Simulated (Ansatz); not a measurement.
Consider the redistribution: `[F][In]([O][SiH3])[O][SiH3]` + `O[SiH2][SiH2]O[SiH3]` → `[SiH3][O][In]([O][SiH3])[O][SiH3]` + `O[SiH2][SiH2]F`.

Isolated molecules relaxed with PBE0-D4/def2-TZVP in Ansatz; ΔE leaves out vibrations. CCSD(T)/CBS adds triple-zeta CCSD(T) − MP2 to the extrapolated MP2 energy (def2 sets, frozen cores). This one scheme is used for every species. Elements past krypton have def2 core potentials. For In outer-core shells are correlated without core-valence functions, which leaves a few kJ/mol of doubt a bond. Each species was taken in one conformer, which may not be the lowest.

`[F][In]([O][SiH3])[O][SiH3]`:

```xyz
12

F     1.103   -2.219    2.910
In    0.546   -1.104    1.445
O     0.669   -1.828   -0.363
Si    0.400   -1.221   -1.862
O    -0.110    0.690    1.850
Si   -0.742    1.910    0.959
H     0.783    0.219   -1.929
H     1.219   -1.986   -2.836
H    -1.038   -1.336   -2.228
H    -1.559    1.376   -0.169
H    -1.608    2.739    1.836
H     0.337    2.760    0.387
```

`O[SiH2][SiH2]O[SiH3]`:

Z-matrix (Å, degrees):
```
Si
Si 1 2.355
O 1 1.655 2 111.1
H 1 1.493 2 109.4 3 123.0
H 1 1.485 2 110.7 3 -117.5
O 2 1.650 1 109.6 3 -52.5
H 2 1.488 1 111.5 3 -171.6
H 2 1.490 1 111.0 3 67.8
H 3 0.959 1 116.9 2 63.1
Si 6 1.630 2 143.9 1 41.1
H 10 1.485 6 110.9 2 76.8
H 10 1.494 6 109.8 2 -42.8
H 10 1.481 6 109.0 2 -161.8
```

`[SiH3][O][In]([O][SiH3])[O][SiH3]`:

Z-matrix (Å, degrees):
```
Si
O 1 1.636
H 1 1.488 2 110.9
H 1 1.486 2 108.7 3 120.0
H 1 1.492 2 111.0 3 -120.2
In 2 1.953 1 134.9 3 85.2
O 6 1.947 2 119.9 1 175.6
O 6 1.961 2 120.9 1 -4.4
Si 7 1.637 6 135.1 2 179.7
Si 8 1.635 6 135.6 2 -4.2
H 9 1.485 7 108.1 6 -180.0
H 9 1.490 7 111.1 6 -60.2
H 9 1.490 7 111.2 6 60.2
H 10 1.489 8 110.9 6 85.6
H 10 1.492 8 111.1 6 -34.5
H 10 1.486 8 108.8 6 -154.3
```

`O[SiH2][SiH2]F`:

```xyz
9

O    -1.114   -1.467    0.578
Si   -0.679   -0.330   -0.541
Si    1.115    0.823    0.441
F     1.614    1.951   -0.593
H    -1.844   -2.052    0.371
H    -1.806    0.599   -0.847
H    -0.268   -0.957   -1.830
H     2.265   -0.074    0.723
H     0.716    1.507    1.699
```

```json
{"level": "MP2/def2-TZVPP", "ΔE (kcal/mol)": "-5.0"}
{"level": "HF/def2-QZVPP", "ΔE (kcal/mol)": "-4.5"}
```

Question: What does CCSD(T)/CBS give? (Estimate.)

Answer: Ansatz gave: -4.3 kcal/mol. The listed levels differ from it by -0.7, -0.2 kcal/mol.

Largest T1 diagnostic among the species: 0.016.

The D4 term adds +1.1 kcal/mol with B3LYP and +0.6 kcal/mol with PBE0; it sums over pairs of atoms, weighted by their polarisabilities, and B3LYP, whose exchange is more repulsive, gets the larger term. From PBE to PBE0 (25 % exact exchange), in def2-TZVPP and without D4, ΔE moves by −0.7 kcal/mol.

B3LYP here is the variant with VWN-RPA as its local correlation; programs differ in this.
